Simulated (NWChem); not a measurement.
System: GeSiH6O2; SMILES O[SiH2][O][GeH3]

Output (shortened):

```
             Northwest Computational Chemistry Package (NWChem) 7.3.0
             --------------------------------------------------------

 C1  symmetry detected

                             Geometry "geometry" -> ""
                             -------------------------

 Output coordinates in angstroms (scale by  1.889725989 to convert to a.u.)

  No.       Tag          Charge          X              Y              Z
 ---- ---------------- ---------- -------------- -------------- --------------
    1 O                    8.0000     0.62615409    -2.80323654     0.06347850
    2 Si                  14.0000    -0.51415502    -1.65797831    -0.00633920
    3 O                    8.0000     0.25141862    -0.21601257    -0.07170484
    4 Ge                  32.0000     0.03953849     1.49564332     0.01263698
    5 H                    1.0000     1.47659402    -2.67233609    -0.34890422
    6 H                    1.0000    -1.31361186    -1.77728315    -1.22437655
    7 H                    1.0000    -1.26244674    -1.79559868     1.23384077
    8 H                    1.0000    -0.93444263     1.89981638    -1.05408962
    9 H                    1.0000     1.41865401     2.01881469    -0.23697564
   10 H                    1.0000    -0.47238989     1.83168984     1.38068156

 Effective nuclear repulsion energy (a.u.)     357.9540321171

                                Z-matrix (autoz)
                                --------

 Units are Angstrom for bonds and degrees for angles

[...]

      ----------------------
      Optimization converged
      ----------------------

  Step       Energy      Delta E   Gmax     Grms     Xrms     Xmax
  ---- ---------------- -------- -------- -------- -------- --------
@   39   -2519.62023859  1.8D-08  0.00001  0.00000  0.00050  0.00137
                                     ok       ok       ok       ok

                                Z-matrix (autoz)
                                --------

 Units are Angstrom for bonds and degrees for angles

[...]

 Rotational Constants
 --------------------
 A=   0.341308 cm-1  (  0.491055 K)
 B=   0.048410 cm-1  (  0.069650 K)
 C=   0.044753 cm-1  (  0.064388 K)

 Temperature                      =   298.15K
 frequency scaling parameter      =   1.0000

 Zero-Point correction to Energy  =   37.626 kcal/mol  (  0.059961 au)
 Thermal correction to Energy     =   42.134 kcal/mol  (  0.067145 au)
 Thermal correction to Enthalpy   =   42.726 kcal/mol  (  0.068088 au)

 Total Entropy                    =   87.097 cal/mol-K
   - Translational                =   40.701 cal/mol-K (mol. weight = 139.9356)
   - Rotational                   =   27.169 cal/mol-K (symmetry #  =        1)
   - Vibrational                  =   19.227 cal/mol-K

 Cv (constant volume heat capacity) =   23.777 cal/mol-K
   - Translational                  =    2.979 cal/mol-K
   - Rotational                     =    2.979 cal/mol-K
   - Vibrational                    =   17.818 cal/mol-K

[normal modes left out]

 ----------------------------------------------------------------------------
 Normal Eigenvalue ||           Projected Infra Red Intensities
  Mode   [cm**-1]  || [atomic units] [(debye/angs)**2] [(KM/mol)] [arbitrary]
 ------ ---------- || -------------- ----------------- ---------- -----------
    1       -0.000 ||    0.000143           0.003         0.140       0.017
    2        0.000 ||    0.000339           0.008         0.330       0.040
    3        0.000 ||    0.000067           0.002         0.066       0.008
    4        0.000 ||    0.000002           0.000         0.002       0.000
    5        0.000 ||    0.000607           0.014         0.592       0.072
    6        0.000 ||    0.000047           0.001         0.046       0.006
    7       33.505 ||    0.002051           0.047         2.000       0.245
    8       59.399 ||    0.000210           0.005         0.205       0.025
    9      108.058 ||    0.004423           0.102         4.312       0.527
   10      262.172 ||    0.073654           1.699        71.802       8.784
   11      356.024 ||    0.084750           1.955        82.619      10.107
   12      517.918 ||    0.009163           0.211         8.933       1.093
   13      627.137 ||    0.027465           0.634        26.775       3.275
   14      651.605 ||    0.074037           1.708        72.175       8.829
   15      666.576 ||    0.076342           1.761        74.422       9.104
   16      773.247 ||    0.045672           1.054        44.523       5.447
   17      843.336 ||    0.150037           3.461       146.264      17.893
   18      856.548 ||    0.488678          11.274       476.388      58.279
   19      872.337 ||    0.058670           1.354        57.195       6.997
   20      878.465 ||    0.058257           1.344        56.792       6.948
   21      897.110 ||    0.036070           0.832        35.163       4.302
   22      959.911 ||    0.130093           3.001       126.821      15.515
   23      968.352 ||    0.176692           4.076       172.248      21.072
   24     1034.234 ||    0.313189           7.226       305.312      37.350
   25     2159.545 ||    0.083970           1.937        81.858      10.014
   26     2169.736 ||    0.117133           2.702       114.187      13.969
   27     2187.096 ||    0.108186           2.496       105.465      12.902
   28     2251.279 ||    0.166071           3.831       161.895      19.805
   29     2266.742 ||    0.129813           2.995       126.548      15.481
   30     3932.111 ||    0.099717           2.301        97.209      11.892
 ----------------------------------------------------------------------------
```

Level: PBE0/def2-SVP. 

**Question.** Which NWChem input produces such a log?

**Answer.** This is not unique; one that fits is the input that was run:
```
start job
memory heap 200 mb stack 900 mb global 1100 mb
geometry units angstroms
  O      2.828511    -0.867511    -0.184243
  Si     1.269501    -1.290670    -0.269214
  O      0.387190     0.071095    -0.077474
  Ge    -1.204091     0.694669     0.169007
  H      3.117054    -0.003887    -0.469443
  H      0.937971    -1.837707    -1.583679
  H      1.066312    -2.205024     0.844158
  H     -2.071650     0.223162    -0.960118
  H     -0.991990     2.175469     0.154212
  H     -1.699220     0.190139     1.490688
end
basis spherical
  * library def2-svp
end
dft
  xc pbe0
  iterations 150
end
driver
  maxiter 120
end
task dft optimize
task dft freq
```
